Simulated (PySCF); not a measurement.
Computed IR spectrum (relative IR intensity) of a molecule C4H4N, multiplicity 2. Coordinates come from a PBE-D3(BJ)/def2-SVP optimisation. The values are those of a single conformer. Computed with PySCF with PBE-D3(BJ)/def2-SVP. Frequencies are harmonic and unscaled.

ν (cm⁻¹): 523 (m), 669 (vw), 690 (vs), 851 (m), 1015 (w), 1061 (s), 1079 (m), 1182 (w), 1314 (vs), 1412 (s), 3123 (m), 3126 (vw), 3169 (w) (against the strongest line: vs over 80 %, s over 45 %, m over 15 %, w over 4 %, vw less)

Which molecule gave these data?
A. C1=C[N]C=C1
B. [c]1ccc[nH]1
C. [c]1cc[nH]c1

A, C1=C[N]C=C1
